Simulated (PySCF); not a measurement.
C7H13As.
Numbering: `[CH2:1]=[CH:2][CH2:3][C@@H:4]1[CH2:5][CH2:6][CH2:7][AsH:8]1` (hydrogens: H9, H10 on C1; H11 on C2; H12, H13 on C3; H14 on C4; H15, H16 on C5; H17, H18 on C6; H19, H20 on C7; H21 on As8)

Method: PBE0-D3(BJ)/def2-SVP geometry optimisation, gas phase (PySCF); density fitting, grid level 1; the optimiser is geomeTRIC in internal coordinates, started from a GFN2-xTB structure with every atom displaced at random (about 0.01 Å).

Step 0: E = -68283.0731 eV
```
atom  x, y, z in Å  |  force x, y, z in eV/Å
C1     -2.6071   -1.2967   -0.4876   -0.590  -0.016   0.379
C2     -2.2091   -0.4709    0.4635    0.187   0.514   0.381
C3     -1.2776    0.6651    0.2281    1.121  -0.526   0.978
C4      0.1909    0.2639    0.6602   -2.075   0.154  -0.077
C5      1.1486    1.4108    0.5309    0.680   0.022   0.652
C6      2.5519    0.8376    0.4649   -0.133  -0.047  -0.420
C7      2.5632   -0.1780   -0.6731   -1.007   0.859   0.448
As8     0.9034   -1.2305   -0.4762   -0.228   0.193  -0.274
H9     -2.3450   -1.1105   -1.5027    0.340   0.048  -1.092
H10    -3.2915   -2.1014   -0.2862   -0.290  -0.615   0.118
H11    -2.5093   -0.6360    1.5025   -0.057  -0.090   0.105
H12    -1.2437    0.9362   -0.8173   -0.121   0.212  -0.751
H13    -1.6033    1.5538    0.8016    0.141  -0.045  -0.035
H14     0.1084   -0.0788    1.7107    0.298  -0.035  -0.219
H15     1.0486    2.1011    1.3800   -0.072   0.162   0.072
H16     0.9485    1.9865   -0.3729   -0.133   0.213  -0.423
H17     2.7868    0.3376    1.4076    0.093  -0.155   0.328
H18     3.2937    1.6216    0.3196    0.394   0.330  -0.064
H19     2.5160    0.3399   -1.6323   -0.011   0.093  -0.368
H20     3.4210   -0.7977   -0.6693    1.253  -0.956  -0.056
H21     1.3922   -2.0163    0.7074    0.208  -0.317   0.320
```

Step 1: E = -68283.2657 eV
```
atom  x, y, z in Å  |  force x, y, z in eV/Å
C1     -2.7526   -1.2711   -0.4808   -0.078   0.012  -0.295
C2     -2.2399   -0.4834    0.4613    0.088   0.051   0.212
C3     -1.2611    0.6220    0.2184    0.129   0.045  -0.154
C4      0.1661    0.2594    0.6460    0.080   0.031  -0.119
C5      1.1642    1.4206    0.5515   -0.153   0.059  -0.075
C6      2.5843    0.8776    0.4739    0.042  -0.004   0.106
C7      2.6157   -0.1519   -0.6440    0.292  -0.272  -0.109
As8     0.9459   -1.2138   -0.4957    0.027  -0.112   0.200
H9     -2.5044   -1.1104   -1.5386   -0.040  -0.071   0.097
H10    -3.4398   -2.0882   -0.2456    0.017   0.003   0.013
H11    -2.5019   -0.6734    1.5108    0.015   0.001   0.004
H12    -1.2576    0.8895   -0.8572   -0.022  -0.023   0.144
H13    -1.5805    1.5286    0.7676    0.027  -0.035  -0.009
H14     0.1572   -0.1210    1.6772   -0.046  -0.040   0.080
H15     1.0352    2.1147    1.3985   -0.004   0.027   0.013
H16     0.9507    2.0037   -0.3662    0.015  -0.035   0.063
H17     2.8442    0.3927    1.4327   -0.005   0.018  -0.034
H18     3.3223    1.6846    0.3156   -0.051  -0.021   0.004
H19     2.5959    0.3376   -1.6318    0.001   0.001   0.012
H20     3.5034   -0.8182   -0.6283   -0.257   0.224   0.024
H21     1.4391   -2.0626    0.6941   -0.074   0.140  -0.178
```

Question: Estimate the geometry and energy of step 2. (The exact step hangs on the optimiser's Hessian estimate; all steps are aligned on step 1, rigid shifts and turns removed.)

Answer: E = -68283.2747 eV, largest force 0.083 eV/Å
```
atom  x, y, z in Å  |  force x, y, z in eV/Å
C1     -2.7819   -1.2605   -0.4788   -0.059  -0.024   0.016
C2     -2.2314   -0.4849    0.4568    0.023   0.011  -0.017
C3     -1.2467    0.6137    0.2059   -0.018  -0.007  -0.054
C4      0.1744    0.2497    0.6329    0.046  -0.008  -0.014
C5      1.1594    1.4187    0.5477   -0.027  -0.004   0.008
C6      2.5827    0.8808    0.4825    0.010   0.010   0.023
C7      2.6319   -0.1486   -0.6387    0.057  -0.044  -0.042
As8     0.9634   -1.2169   -0.5064   -0.021   0.023   0.013
H9     -2.5710   -1.1305   -1.5457    0.043   0.057   0.034
H10    -3.4703   -2.0664   -0.2121   -0.013  -0.015   0.009
H11    -2.4754   -0.6754    1.5106    0.007  -0.020  -0.007
H12    -1.2520    0.8873   -0.8639   -0.002  -0.011   0.014
H13    -1.5561    1.5174    0.7629   -0.017   0.010  -0.002
H14     0.1559   -0.1349    1.6654   -0.007  -0.004  -0.002
H15     1.0191    2.1117    1.3948   -0.001   0.001  -0.001
H16     0.9497    2.0007   -0.3690    0.006  -0.009   0.003
H17     2.8363    0.3971    1.4422   -0.001   0.000  -0.006
H18     3.3148    1.6927    0.3323    0.002   0.000  -0.007
H19     2.6205    0.3424   -1.6255    0.000   0.006   0.007
H20     3.5176   -0.8021   -0.6106   -0.035   0.035   0.020
H21     1.4457   -2.0549    0.6765    0.007  -0.008   0.005
```

The energy changes by -0.0090 eV. The first-order estimate −F·Δx gives -0.0182 eV and the mean of the old and new forces, exact on a quadratic surface, -0.0087 eV. The step makes an angle of 80° with the force vector and moves no atom by more than 0.070 Å.

What follows is the cost of the whole optimisation. On Arm Neoverse V2, one thread (shared host), this took 2.9 min wall and 0.95 GiB of memory at its peak.
